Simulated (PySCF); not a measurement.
Species: C6H11ClOSi.
Z-matrix (Å and degrees, PBE0-D3(BJ)/def2-SVP geometry), rows numbered from 1:
```
C 
C   1  1.5225
C   2  1.5071  1  110.90
O   3  1.1822  2  128.03  1   117.03
Cl  3  1.8024  2  111.92  1   -64.40
C   2  1.5557  1  114.64  3  -128.69
C   6  1.5502  2   89.80  1  -114.07
Si  7  1.8836  6  116.24  2   116.09
C   2  1.5472  1  114.92  3   129.14
H   1  1.0990  2  111.01  3    60.03
H   1  1.1000  2  109.35  3   179.78
H   1  1.1011  2  111.01  3   -61.05
H   6  1.1011  2  113.20  1     5.27
H   6  1.0991  2  114.28  1   128.95
H   7  1.1013  6  112.53  2  -118.12
H   8  1.4956  7  110.65  6  -171.17
H   8  1.4979  7  109.27  6   -51.81
H   8  1.4956  7  110.73  6    67.64
H   9  1.1010  2  113.52  1    -5.23
H   9  1.0980  2  113.33  1  -129.17
```

All values: PBE0/pcSseg-1 (PySCF, non-relativistic), on one gas-phase PBE0-D3(BJ)/def2-SVP geometry that isn't relaxed in the solvent. The solvent is an IEF-PCM continuum (Bondi radii, 1.10 Å for H, scaled by 1.2). The model holds no explicit solvent molecules, cavitation or dispersion.

Gas phase at PBE0/pcSseg-1: HOMO -8.31 eV, LUMO -1.05 eV, dipole 2.34 D.

**Question.** What does the continuum do to the energy, the frontier levels and the dipole at PBE0/pcSseg-1 in cyclohexane and chloroform?

**Answer.** 
```csv
solvent,ε,E(solvent) − E(gas) (kcal/mol),polarisation term (kcal/mol),distortion of the solute (kcal/mol),HOMO (eV),LUMO (eV),dipole (D)
cyclohexane,2.017,-1.56,-1.65,0.09,-8.24,-1.03,2.58
chloroform,4.711,-2.78,-3.07,0.29,-8.18,-1.03,2.75
```

The polarisation term is half the interaction of the solute with the surface charges that it induces; the rest is the cost of distorting the solute's density. The sum is the electrostatic part of solvation alone. From cyclohexane to chloroform the lowering changes by a factor 1.79, Onsager's factor (ε − 1)/(2ε + 1) by 1.76 and ε itself by 2.3.

**Question.** Which radius a makes the point-dipole formula ΔE = −[(ε − 1)/(2ε + 1)]·μ²/a³ give the value in chloroform, with the gas-phase dipole?

**Answer.** μ = 0.922 au and |ΔE| = 0.00443 Eh give a = 2.16 Å; the farthest nucleus lies 3.69 Å from the centroid of the nuclei, so such a sphere wouldn't even hold the nuclei. The formula assumes a rigid point dipole at the centre of a sphere.

**Question.** Which Mulliken charges (PBE0/pcSseg-1) respond most in chloroform (means over atoms taken as equivalent)?

**Answer.** 
| atoms | environment | gas (e) | solvent (e) | change |
| --- | --- | --- | --- | --- |
| O4 | carbonyl oxygen | -0.287 | -0.313 | -0.026 |
| Cl5 | chlorine bonded to C | -0.131 | -0.146 | -0.015 |
| C3 | acyl halide carbon | +0.411 | +0.425 | +0.014 |
| Si8 | SiH3 silicon | +0.500 | +0.512 | +0.012 |
| H13/H19 | methylene hydrogen | +0.126 | +0.134 | +0.008 |
| H15 | methine hydrogen | +0.153 | +0.161 | +0.008 |
